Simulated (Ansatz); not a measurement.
```yaml
crystal:
  periodic: [false, false, false]
  atoms:
    - {symbol: Si, position_ang: [-1.733229, 0.872193, -0.481625]}
    - {symbol: O, position_ang: [-1.860873, -0.460988, 0.452628]}
    - {symbol: Sn, position_ang: [-0.965977, -2.031193, 1.242020]}
    - {symbol: O, position_ang: [0.894337, -1.564144, 0.785084]}
    - {symbol: Si, position_ang: [1.950679, -0.453633, 0.223041]}
    - {symbol: H, position_ang: [-1.418068, 2.067366, 0.347019]}
    - {symbol: H, position_ang: [-3.021249, 1.108224, -1.188345]}
    - {symbol: H, position_ang: [-0.660727, 0.713607, -1.504219]}
    - {symbol: H, position_ang: [3.260839, -0.623534, 0.907808]}
    - {symbol: H, position_ang: [1.464665, 0.931745, 0.479115]}
    - {symbol: H, position_ang: [2.154901, -0.616644, -1.241925]}
basis:
  gaussian: {orbitals: def2-SVP, fitting: {mean_field: cc-pVTZ-jkfit}, point_charges: [{charge: -1.00, position_ang: [7.378, 0.938, -0.944]}]}
hamiltonian: {xc: {name: HF}, dispersion: d4}
output: {forces: true}
```

```sh
$ ansatz run in.yaml --threads 2 --pin off --events-out ev --progress --plain --max-ram 32768MiB --backend cpu
```

It prints (some lines left out):

```
Functional definition: HF
Error: <dir> the basis set cc-pVTZ-JKFIT has no functions for Sn
```
